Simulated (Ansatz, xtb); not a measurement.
# Two isomers of C4HFN2S

Structure I: `N#Cc1scnc1F`, a singlet. Structure II: `N#Cc1cnc(F)s1`, a singlet. Both are isolated molecules in the gas phase, relaxed with r2SCAN-D4/def2-SVP.

I (Å):

```xyz
9

C    -2.1407   -1.0378    0.6542
C    -1.5153    0.0995    0.1109
C    -0.3167    2.1459   -0.4031
C    -1.4719    0.5014   -1.2190
F    -2.0450   -0.1731   -2.1888
N    -2.6607   -1.9822    1.1013
N    -0.8087    1.6329   -1.5001
S    -0.6367    1.2695    1.0541
H     0.2659    3.0703   -0.3719
```

II (Å):

```xyz
9

C    -1.5547   -1.1579    0.8201
C    -1.4193    0.0197    0.0554
C    -0.2959    0.8101   -0.1182
C    -1.6626    1.9552   -1.3544
F    -2.1055    2.8984   -2.1483
N    -1.6659   -2.1322    1.4531
N    -0.4502    1.8997   -0.9176
S    -2.7572    0.6980   -0.8506
H     0.6699    0.5982    0.3450
```

Problem. Estimate E(II) − E(I) at the level CCSD(T)/def2-SVP + ΔMP2/def2-TZVPP.

Solution. Too close to call at this level: CCSD(T)/def2-SVP + ΔMP2/def2-TZVPP gives E(II) − E(I) = +0.70 kcal/mol.

Level by level:

```tsv
level	geometry	E(II) − E(I) (kcal/mol)	departure from the last row (kcal/mol)	job, with rough time for the two
GFN2-xTB	GFN2-xTB	−0.38	−1.08	optimisation, 0.26 s
HF/STO-3G	GFN2-xTB	−1.56	−2.26	single point, 0.84 s
r2SCAN-D4/def2-SVP//GFN2-xTB	GFN2-xTB	+1.11	+0.41	single point, 4.7 s
r2SCAN-D4/def2-SVP	r2SCAN-D4/def2-SVP	+1.17	+0.47	optimisation, 40 s
HF/def2-SVP	r2SCAN-D4/def2-SVP	+0.68	−0.02	part of the CCSD(T) run
MP2/def2-SVP	r2SCAN-D4/def2-SVP	+1.26	+0.56	part of the CCSD(T) run
CCSD(T)/def2-SVP	r2SCAN-D4/def2-SVP	+0.94	+0.24	single point
CCSD(T)/def2-SVP + ΔMP2/def2-TZVPP	r2SCAN-D4/def2-SVP	+0.70		single point, 66 s
```

As drawn, both hold the same kinds of bond in the same numbers.

The largest departure from CCSD(T)/def2-SVP + ΔMP2/def2-TZVPP is that of HF/STO-3G, 2.26 kcal/mol. The last row adds to CCSD(T) the change of the MP2 difference between the two basis sets, here −0.24 kcal/mol.

With thermal terms from frequencies at re-optimised GFN2-xTB minima (ideal gas, soft modes damped towards free rotors, one conformer each, 298.15 K, 1 atm): on the last row, ΔE + ΔZPE = +0.74, ΔH = +0.76, ΔG = +0.75 kcal/mol.

The correlated steps freeze 12 core orbitals. Run with Ansatz 0.2.0, xtb 6.7.1; the last row on 2 threads of Intel(R) Xeon(R) Processor @ 2.70GHz on a shared host.
